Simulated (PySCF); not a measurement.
## Relaxation of triplet IrCl₃

Level of theory: UPBE0 in PySCF with Ir def2-SVP with ECP60, Cl def2-SVP; scalar-relativistic core potentials, no spin–orbit coupling; density-fitted integrals. A (50,194) grid was used.

A hand-made T-shaped start, of C2v symmetry, held to at least that symmetry:

```xyz
4
charge 0 multiplicity 3, angstrom
Ir    0.0000    0.0000   -0.2775
Cl    0.0000    0.0000    1.9325
Cl    2.2087    0.0000   -0.2004
Cl   -2.2087    0.0000   -0.2004
```

At each step, columns x, y, z (Å) and Fx, Fy, Fz (eV/Å):

```
step 0  E − E(last) = 42.01 kJ/mol
Ir   0.000   0.000  -0.278   0.034   0.000   1.031
Cl   0.000   0.000   1.932  -0.019   0.000   0.566
Cl   2.209   0.000  -0.200   0.224   0.000  -0.808
Cl  -2.209   0.000  -0.200  -0.239   0.000  -0.788
step 1  E − E(last) = 22.23 kJ/mol
Ir   0.000   0.000  -0.204   0.000   0.000   0.971
Cl   0.000   0.000   2.007   0.000   0.000   0.186
Cl   2.213   0.000  -0.274  -0.010   0.000  -0.579
Cl  -2.213   0.000  -0.274   0.010   0.000  -0.579
step 2  E − E(last) = 3.13 kJ/mol
Ir   0.000   0.000  -0.048   0.001   0.000  -0.201
Cl   0.000   0.000   2.138   0.000   0.000   0.309
Cl   2.205   0.000  -0.418  -0.505   0.000  -0.054
Cl  -2.205   0.000  -0.418   0.504   0.000  -0.054
step 3  E − E(last) = 0.62 kJ/mol
Ir   0.000   0.000  -0.023   0.001   0.000  -0.034
Cl   0.000   0.000   2.176   0.000   0.000   0.072
Cl   2.178   0.000  -0.450  -0.230   0.000  -0.019
Cl  -2.178   0.000  -0.450   0.230   0.000  -0.019
step 4  E − E(last) = 0.02 kJ/mol
Ir   0.000   0.000  -0.004   0.000   0.000   0.037
Cl   0.000   0.000   2.199   0.000   0.000  -0.016
Cl   2.159   0.000  -0.471  -0.014   0.000  -0.011
Cl  -2.159   0.000  -0.471   0.014   0.000  -0.011
step 5  E − E(last) = 0.00 kJ/mol
Ir   0.000   0.000   0.002   0.000   0.000  -0.002
Cl   0.000   0.000   2.205   0.000   0.000  -0.002
Cl   2.156   0.000  -0.476  -0.008   0.000   0.002
Cl  -2.156   0.000  -0.476   0.008   0.000   0.002
step 6  E − E(last) = 0.00 kJ/mol
Ir   0.000   0.000   0.001   0.002   0.000   0.002
Cl   0.000   0.000   2.204   0.000   0.000  -0.002
Cl   2.156   0.000  -0.476   0.000   0.000   0.000
Cl  -2.156   0.000  -0.476  -0.002   0.000   0.000
```

It ends at C2v with Ir–Cl 2.203 Å, Ir–Cl 2.208 Å (×2); Cl–Ir–Cl 102.5° (×2), Cl–Ir–Cl 155.0°. A frequency run shows a minimum. Other isomers or separated fragments may lie lower.

Open d and f shells are described by one determinant, and the ground state may have another occupation or spin. Spin–orbit coupling, left out here, can matter for elements this heavy.
